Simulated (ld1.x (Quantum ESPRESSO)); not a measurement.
**Plane-wave convergence, TM potential for helium**

```
Element                 : helium
Generator               : ld1.x (Quantum ESPRESSO) 7.5
Type                    : norm-conserving Troullier–Martins (Kleinman–Bylander form)
Functional              : LDA (PZ)
Relativity              : non-relativistic
Frozen core             : none
Valence charge          : 2
Reference configuration : 1s1.5 (charge +0.5)
Partial waves           : 1s (bound): rc 0.62 bohr; 2p channel at -0.1 Ry: rc 0.50 bohr
Local potential         : all-electron potential smoothed inside 0.50 bohr (lloc = -2)
Core correction         : none
```

The pseudo-atom Hamiltonian at the reference potential is diagonalised in spherical Bessel functions j_l(qr) that vanish at 20 bohr, with q² up to the cutoff. All-electron valence levels (Ry): 1s -1.9293.

Q: How do the lowest levels (Ry) of each channel move with the cutoff, and are there ghosts?

A:

| cutoff (Ry) | s #1 | p #1 | d #1 | f #1 | f #2 | Σ f·Δε (mRy) |
| --- | --- | --- | --- | --- | --- | --- |
| 8 | -1.2952 | -0.0919 | -0.0048 | 0.0440 | 0.1749 | 951.2 |
| 21 | -1.6288 | -0.0927 | -0.0048 | 0.0440 | 0.1749 | 450.8 |
| 45 | -1.8165 | -0.0929 | -0.0048 | 0.0440 | 0.1749 | 169.2 |
| 70 | -1.8880 | -0.0929 | -0.0048 | 0.0440 | 0.1749 | 62.0 |
| 120 | -1.9237 | -0.0929 | -0.0048 | 0.0440 | 0.1749 | 8.5 |
| 230 | -1.9288 | -0.0929 | -0.0048 | 0.0440 | 0.1749 | 0.7 |
| 400 | -1.9293 | -0.0929 | -0.0048 | 0.0440 | 0.1749 | 0.0 |

Result: no extra level below or beside the all-electron valence levels (s, p, d, f tested); 10 mRy is reached at 120 Ry and 1 mRy at 180 Ry.
